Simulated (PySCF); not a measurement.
## Working out the ionisation energy of Xe+

Xe+ [Kr] 4d10 5s2 5p5 (2P) → Xe(2+) [Kr] 4d10 5s2 5p4 (3P). Computed with PySCF 2.14 in x2c-TZVPall, with scalar relativity by spin-free X2C-1e. Frozen: [Kr] 4d10. Energies in hartree (1 hartree = 27.21139 eV):

```csv
part,Xe+ (lower),Xe(2+) (upper)
UHF,-7443.041000,-7442.302343
MP2 opposite-spin,-0.081075,-0.062800
MP2 same-spin,-0.023627,-0.017805
```

Question: What does Hartree-Fock give?

Answer: (-7442.302343) − (-7443.041000) = 0.738657 hartree = 20.100 eV.

Question: What do MP2 and SCS-MP2 (6/5 opposite-spin, 1/3 same-spin) give?

Answer: The opposite-spin parts differ by 0.497 eV and the same-spin parts by 0.158 eV. MP2: 20.100 + (0.497) + (0.158) = 20.755 eV. SCS-MP2: 20.100 + 1.2 × (0.497) + (0.158)/3 = 20.749 eV.

Reference: 20.975 eV (semi-empirical (NIST evaluation); NIST Atomic Spectra Database, ionization energies), between the lowest levels; spin-orbit coupling is absent from the calculation.

What remains against the reference includes basis incompleteness, the frozen core and correlation beyond second order.
